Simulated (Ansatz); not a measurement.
Cost and result up the ladder for the cluster Li3Si (4 atoms). Charge 0, multiplicity 2. Geometry: PBE-D4/def2-TZVP.

```xyz
4

Li    1.2609    1.2512   -1.6042
Li   -1.7784   -1.2806    0.9627
Li    1.0383    0.0616    1.2902
Si   -0.5208   -0.0322   -0.6487
```

Ansatz on 4 threads of Intel Xeon on a shared host. Times are rough, and most runs start from the orbitals of an earlier one. PBE0-D4/def2-TZVPD serves as the yardstick here, not as an exact answer. Differences are given only for rows in sets of like size (and for xTB, whose basis is part of the method), since another set adds its own error. Binding counts from free atoms at the same level (Li doublet, Si triplet; other spins of the atoms weren't run), without zero-point energy or a counterpoise term.

LC-ωPBE has ω = 0.4 bohr⁻¹. Correlated methods freeze 5 core orbitals; core or outer-core shells of Li are correlated, in sets that lack core-valence functions. The structure comes from a short search, and lower isomers may exist.

Run but left out: PBE-QIDH/def2-TZVP, MP2/def2-TZVP, CCSD(T)/def2-TZVPD, CCSD(T)/def2-TZVPP (⟨S²⟩ 1.15 to 1.56, where a pure state has 0.75).

Correlated methods converge slowly with the basis.

```csv
level,functions,wall time,binding energy per atom (eV),difference from PBE0-D4/def2-TZVPD (eV),remarks
PBE-D4/def2-SVP,45,3.6 s,1.31,–,–
PBE-D4/def2-TZVP,79,5.5 s,1.28,0.05,–
BLYP-D4/def2-TZVP,79,5.5 s,1.23,-0.01,–
PBE-D4/def2-TZVPD,94,6 s,1.29,0.05,–
RPA@PBE/def2-TZVP,79,6 s,0.98,-0.26,–
PBE0-D4/def2-SVP,45,6.5 s,1.25,–,–
PBE0-D4/def2-TZVPD,94,9.5 s,1.24,0.00,–
B97M-V/def2-TZVP,79,10 s,1.32,0.09,–
LC-ωPBE/def2-TZVP,79,12 s,1.14,-0.09,spin-contaminated (⟨S²⟩ 0.86)
r2SCAN-D4/def2-TZVPD,94,13 s,1.27,0.04,spin-contaminated (⟨S²⟩ 0.84)
r2SCAN-D4/def2-TZVP,79,14 s,1.27,0.03,spin-contaminated (⟨S²⟩ 0.84)
r2SCAN0-D4/def2-TZVP,79,15 s,1.24,0.00,spin-contaminated (⟨S²⟩ 0.90)
PBE0-D4/def2-TZVP (with forces),79,21 s,1.23,-0.01,–
```
